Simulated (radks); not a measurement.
Task: Coherent X-ray form factor from a spherical all-electron density. Method: Dirac Kohn-Sham, exchange-only PBE, spin-unpolarised, spherical densities, finite nucleus; Fermi nuclear charge, rms radius of each element as measured or else 0.836 A^(1/3) + 0.57 fm; computed with a radial shooting solver on a logarithmic mesh with Libxc functionals.

| sin(theta)/lambda (1/angstrom) | f0 (electrons) |
|---|---|
| 0.05 | 23.943 |
| 0.1 | 23.772 |
| 0.15 | 23.492 |
| 0.2 | 23.108 |
| 0.25 | 22.628 |
| 0.3 | 22.062 |
| 0.4 | 20.716 |
| 0.5 | 19.166 |
| 0.6 | 17.512 |
| 0.8 | 14.249 |
| 1 | 11.450 |
| 1.25 | 8.899 |
| 1.5 | 7.291 |
| 2 | 5.643 |

The species is in the configuration that NIST lists as its ground one. Which atom or ion scatters so?

Result: The zirconium ion Zr16+, [Ar] 3d6. Extrapolating in s^2 from the first two rows gives f0(0) = 24.0, near the electron count 24; among species with that count, the fall with angle is slower the higher Z, and the table is that of Z = 40; from so few rows the species is fixed only to a neighbour or two.
